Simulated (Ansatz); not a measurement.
Geometry optimisation, RKS PBE0/def2-SVP in Ansatz.

The input (input.yaml):

```yaml
crystal:
  periodic: [false, false, false]
  atoms:
    - { symbol: Si, position_ang: [0.02252, -0.020659, 0.184624] }
    - { symbol: H, position_ang: [0.036877, -0.23238, 1.631891] }
    - { symbol: "N", position_ang: [1.780109, 0.186108, 0.196453] }
    - { symbol: H, position_ang: [2.272986, -0.307219, 0.931697] }
    - { symbol: H, position_ang: [2.3508, 0.258644, -0.640016] }
    - { symbol: "N", position_ang: [-0.620378, 1.373359, -0.584292] }
    - { symbol: H, position_ang: [-1.613953, 1.450375, -0.763743] }
    - { symbol: H, position_ang: [-0.186886, 2.274848, -0.426899] }
    - { symbol: "N", position_ang: [-0.820715, -1.336305, -0.545053] }
    - { symbol: H, position_ang: [-0.769095, -2.259657, -0.131487] }
    - { symbol: H, position_ang: [-0.917566, -1.387115, -1.552874] }
basis:
  gaussian: { orbitals: def2-SVP }
hamiltonian:
  xc: pbe0
relax:
  f_tol: 0.03
  max_steps: 50
output:
  orbitals: {}
```

Run as:

```bash
$ ansatz run input.yaml --threads 2 --pin off --max-ram 3072MiB --backend cpu --events-out ev --progress --plain --runs-dir out
```

Where does it end, and by what steps?

The forces met the threshold. After 5 steps the energy has fallen by 0.162 eV; H2 moved furthest, 0.26 Å.

```csv
step,energy less start (eV),largest force component (eV/Å),accepted
0,0.0000,1.519,yes
1,-0.1366,0.715,yes
2,-0.1519,0.192,yes
3,-0.1606,0.143,yes
4,-0.1617,0.087,yes
5,-0.1620,0.007,yes
```

```xyz
11
Properties=species:S:1:pos:R:3
Si 0.047 -0.023 0.232
H -0.218 -0.250 1.690
N 1.765 0.177 0.163
H 2.357 -0.333 0.807
H 2.234 0.334 -0.722
N -0.566 1.376 -0.569
H -1.558 1.449 -0.761
H -0.149 2.281 -0.385
N -0.780 -1.335 -0.536
H -0.833 -2.237 -0.076
H -0.763 -1.438 -1.545
```

The run took 14 s on 2 threads of Arm Neoverse V2 (shared host), peak memory 0.19 GiB.
